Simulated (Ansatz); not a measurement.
Consider the atomization: `[CH3][Sn]([F])[SeH]`• → C• + F• + 4 H• + Se• + Sn•.

Gas-phase electronic energies from Ansatz, PBE0-D4/def2-TZVP geometries. CCSD(T)/CBS adds triple-zeta CCSD(T) − MP2 to the extrapolated MP2 energy (def2 sets, frozen cores). This one scheme is used for every species, atoms too. Functionals use def2-TZVPP. B3LYP here is the variant with VWN-RPA as its local correlation; programs differ in this. No spin–orbit coupling; open shells (•) take unrestricted orbitals. Spin–orbit coupling would lower the free atoms: a little for C, F; clearly for Se; strongly for Sn. def2 core potentials past Kr. Bonds to Se, Sn are less sure, by a few kJ/mol each and by 10 to 20 or more in all where they break to atoms, as the def2 sets lack core-valence functions. Scalar relativity is left out up to krypton. Each species was taken in one conformer, which may not be the lowest.

```json
{"level": "BLYP-D4", "ΔE (eV)": "26.10"}
{"level": "PBE0-D4", "ΔE (eV)": "25.92"}
{"level": "ωB97X-V", "ΔE (eV)": "26.08"}
{"level": "r2SCAN", "ΔE (eV)": "26.18"}
{"level": "B3LYP", "ΔE (eV)": "25.67"}
{"level": "LC-ωPBE", "ΔE (eV)": "25.66"}
{"level": "HF/def2-QZVPP", "ΔE (eV)": "18.40"}
{"level": "CCSD/CBS(def2)", "ΔE (eV)": "25.74"}
```

(1) What does CCSD(T)/CBS give? (Estimate.)

Largest T1 diagnostic among the species: 0.015.

## Answers

(1) Ansatz gave: +26.21 eV. The listed levels differ from it by -0.11, -0.29, -0.13, -0.03, -0.54, -0.55, -7.81, -0.47 eV.

From r2SCAN to r2SCAN0 (25 % exact exchange), in def2-TZVPP and without D4, ΔE moves by −0.60 eV: exact exchange takes away binding that semilocal exchange gives to molecules. At CCSD(T), def2-SVP lies −2.17 eV from the extrapolated value and def2-TZVPP −0.91 eV: correlation converges slowly with the basis, and small sets miss more of it in the bonded molecule than in its fragments.

For atomizations the MP2-based limit and the directly extrapolated one differ by several kJ/mol either way, and by 10 to 25 for some Ge, Se and Sn compounds, so smaller differences from it don't rank the levels.
